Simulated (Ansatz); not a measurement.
Spectroscopic constants of CoF, multiplicity 5 (not the ground state: that is measured with 2S+1 = 3). No spin–orbit coupling. Co is treated without relativity.

The constants come from a fifth-degree fit in 1/R (seven points, main isotopes). In def2 and cc sets the state is the lowest found near the PBE0 minimum, followed along R.

Run with Ansatz (Gaussian basis) for Hartree–Fock, density functionals and correlated methods. 

Energies at wB97M-V/def2-TZVPP:

```json
[
 {"R (Å)": "1.649594", "E (hartree)": "-1482.53205899"},
 {"R (Å)": "1.693937", "E (hartree)": "-1482.53717590"},
 {"R (Å)": "1.734734", "E (hartree)": "-1482.53970914"},
 {"R (Å)": "1.780852", "E (hartree)": "-1482.54056864"},
 {"R (Å)": "1.826969", "E (hartree)": "-1482.53974220"},
 {"R (Å)": "1.880182", "E (hartree)": "-1482.53717455"},
 {"R (Å)": "1.942263", "E (hartree)": "-1482.53255878"}
]
```

With a reduced mass of 14.3669 u, find the minimum, the force constant and the constants.

A fifth-degree polynomial in 1/R puts the minimum at r_e = 1.7794 Å with force constant 347 N/m. Then ω_e = (1/2πc)√(k/μ) = 640 cm⁻¹ and B_e = h/(8π²cμr_e²) = 0.3706 cm⁻¹; the cubic and quartic terms give α_e = 0.0028 and ω_e x_e = 3.2 cm⁻¹.

Ansatz is a program for electronic structure.
